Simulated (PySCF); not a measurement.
Frontier orbitals and the lowest excitations

Species: C6H6N2S.
Geometry (PBE0-D3(BJ)/def2-SVP, Å), atoms numbered from 1 in this order:
```
atom  x, y, z in Å
N1    -2.1646   -1.1479    0.1023
C2    -1.3239   -0.0330    0.1270
C3    -1.6832    1.2780    0.3325
S4    -0.3367    2.3872    0.3822
C5     0.7724    1.0914    0.1001
C6     2.1642    0.8328   -0.0280
C7     2.2785   -0.5333   -0.1981
N8     1.0304   -1.1069   -0.1839
C9     0.0975   -0.1230    0.0042
H10   -2.0127   -1.7365   -0.7126
H11   -3.1470   -0.9017    0.1531
H12   -2.6949    1.6623    0.4559
H13    2.9869    1.5431   -0.0043
H14    3.1706   -1.1419   -0.3305
H15    0.8458   -2.0988   -0.2033
```

Theory: TDDFT wB97X-D/def2-SVPD, vertical, gas phase, core orbitals frozen in the response (PySCF).

Frontier orbitals with the atoms that hold most of them (Löwdin shares over 4%, at most four atoms; ? is withheld):

```tsv
orbital	ε (eV)	atoms
HOMO-3	-10.85	S4 29%, N1 24%, C5 13%, C2 8%
HOMO-2	-9.12	C6 25%, N1 15%, N8 14%, C5 12%
HOMO-1	-7.84	S4 22%, C9 20%, C5 15%, C7 11%
HOMO	-7.23	?
LUMO	1.67	?
LUMO+1	2.04	H15 17%, H10 14%, N1 11%, S4 9%
LUMO+2	2.24	S4 61%, C3 5%, C7 4%, H12 4%
```

Problem. Which atoms hold the LUMO, and with what shares?

Solution. C3 (bonded to C, S and H) 20%; C2 (bonded to 2 C and N) 14%; C7 (bonded to C, N and H) 13%; S4 (bonded to 2 C) 12%. By element: carbon 47% or more, sulfur 12%.

Problem. Give the leading atoms of the HOMO.

Solution. C3 (bonded to C, S and H) 21%; S4 (bonded to 2 C) 16%; C2 (bonded to 2 C and N) 14%; N1 (bonded to C and 2 H) 11%. By element: carbon 35% or more, sulfur 16%, nitrogen 11% or more.

Problem. The HOMO–LUMO gap is 8.90 eV. Where does the response calculation put the lowest singlet, and from which orbitals?

Solution. S1 is at 5.10 eV (f = 0.216), 3.80 eV below the gap, made of HOMO→LUMO (89%). 

Problem. Give energy, strength and leading configuration of S1 and S6, and follow the Löwdin shares of the leading atoms from the occupied to the empty orbital.

Solution. 
- S1 (5.10 eV, f 0.216), HOMO→LUMO (89%): C3 21% → 20%, S4 16% → 12%, C2 14% → 14%
- S6 (6.01 eV, f 0.012), HOMO-1→LUMO+1 (78%): S4 22% → 9%, C9 20% → at most 10%, H15 at most 12% → 17%, H10 at most 12% → 14%

Löwdin shares depend on the basis, the more so with diffuse functions.
